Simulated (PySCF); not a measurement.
Compound: C5H7O2P.
Z-matrix (Å and degrees, GFN2-xTB geometry), rows numbered from 1:
```
O 
C   1  1.3989
P   2  1.8810  1  113.50
C   3  1.8164  2   96.56  1   -55.32
C   4  1.4258  3  126.38  2   -85.96
C   5  1.3577  4  105.98  3  -179.19
O   6  1.3442  5  110.80  4     0.26
C   7  1.3412  6  107.11  5    -0.20
H   1  0.9659  2  108.93  3    59.43
H   2  1.1007  1  111.81  3  -123.12
H   2  1.0930  1  106.66  3   118.73
H   3  1.3984  2   93.87  1    39.19
H   5  1.0709  4  126.45  3     0.66
H   6  1.0720  5  132.04  4  -179.83
H   8  1.0727  4  131.48  3     0.12
```

Definitions: NICS(0) = −σiso at the ring centroid; NICS(1) = −σiso and NICS(1)zz = −σzz at ±1 Å along the ring normal z. Level: GIAO PBE0/pcSseg-1 (PySCF, non-relativistic, gas phase) on the GFN2-xTB geometry, one conformer.

Ring bond lengths (Å), with Mayer bond orders in brackets: C4–C5 1.426 (1.24), C5–C6 1.358 (1.61), C6–O7 1.344 (1.08), O7–C8 1.341 (1.08), C8–C4 1.368 (1.58).

**Question.** Give the NICS values of each ring in ppm.

**Answer.** 
| ring | type | NICS(0) | NICS(1), two faces | NICS(1)zz, two faces | rms pucker (Å) | centre to ring atoms, mean (Å) |
| --- | --- | --- | --- | --- | --- | --- |
| C4–C5–C6–O7–C8 | 5-membered ring with O; formal bonds all aromatic | -11.3 | -10.2 / -10.3 | -27.2 / -26.5 | 0.00 | 1.16 |

**Question.** What can be read from them?

**Answer.** 
- C4–C5–C6–O7–C8: mean NICS(1)zz -26.9 ppm, shielded. For a flat ring without four-coordinate atoms the NICS criterion counts such a value as aromatic.

**Question.** How equal are the bonds by HOMA? Use HOMA with the parameters of Krygowski (1993).

**Answer.** 
- C4–C5–C6–O7–C8: HOMA 0.48; the largest term is that of C6–O7, α(R − Ropt)² = 0.99.

**Question.** At the first NICS(1) probe listed for ring C4–C5–C6–O7–C8, 1 Å off the ring, what do the in-plane components average?

**Answer.** The isotropic value is a third of the trace: (3 × -10.2 − (-27.2))/2 = -1.7 ppm.

**Question.** Give the inner angles of the rings and the Hirshfeld charges of the ring atoms.

**Answer.** 
- C4–C5–C6–O7–C8: C4 105.3° (-0.091 e), C5 106.0° (-0.092 e), C6 110.8° (+0.009 e), O7 107.1° (-0.060 e), C8 110.8° (+0.008 e); sum 540.0° against 540° for a flat convex ring.

**Question.** How shielded are the nuclei of the rings and their hydrogens (means over atoms taken as equivalent)?

**Answer.** 
| atoms | environment | σ isotropic (ppm) | principal values of the symmetric part, first atom (ppm) |
| --- | --- | --- | --- |
| C4 | substituted aromatic carbon | 65.7 | -10.6, 43.6, 164.0 |
| C5 | aromatic CH carbon | 66.0 | -24.4, 66.8, 155.5 |
| C6 | aromatic CH next to a ring oxygen | 36.4 | -43.0, 45.6, 106.7 |
| O7 | furan-type oxygen | 21.6 | -129.8, -52.9, 247.5 |
| C8 | aromatic CH next to a ring oxygen | 35.9 | -43.7, 53.9, 97.5 |
| H13 | aromatic hydrogen | 24.94 | 22.5, 24.6, 27.7 |
| H14 | aromatic hydrogen | 24.04 | 21.2, 24.9, 26.0 |
| H15 | aromatic hydrogen | 24.13 | 21.0, 24.3, 27.1 |

The run took 23 s wall on one thread, x86-64 server, no GPU, shared host. This is the whole shielding run at PBE0/pcSseg-1, SCF included.
